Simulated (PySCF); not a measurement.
## C₆ coefficients of unlike pairs at BLYP

Calculated with PySCF 2.14 from the dipole response of each species, C₆(A,B) = (3/π) ∫ α_A(iu) α_B(iu) du, in atomic units, from isotropic polarisabilities. For ions this is the dispersion term alone; charge-induced terms of lower order in 1/R come first.

```json
{"species": "Cu²⁺", "configuration": "[Ar] 3d9 (2D)", "basis": "aug-cc-pVDZ-PP with ECP10MDF (5s5p4d2f)", "relativity": "core potential", "α (bohr³)": "2.644", "C₆ (like pair)": "6.092"}
{"species": "Si⁺", "configuration": "[Ne] 3s2 3p1 (2P)", "basis": "aug-cc-pwCVTZ (8s7p5d3f)", "relativity": "none", "α (bohr³)": "19.09", "C₆ (like pair)": "100.4"}
{"species": "Re²⁺", "configuration": "[Xe] 4f14 5d5 (6S)", "basis": "def2-QZVPPD with the def2 core potential (60 electrons) (7s6p4d4f2g)", "relativity": "core potential", "α (bohr³)": "12.50", "C₆ (like pair)": "77.55"}
```

(1) Estimate C₆ for Re²⁺ with Si⁺.

No spin-orbit coupling is included.

The other pairs:

| pair | C₆ |
| --- | --- |
| Re²⁺, Cu²⁺ | 20.77 |
| Si⁺, Cu²⁺ | 20.44 |

Answers

(1) The integral gives 83.16. The combination rule 2 C_A C_B / (C_A α_B/α_A + C_B α_A/α_B) gives 84.57 and the geometric mean 88.25.
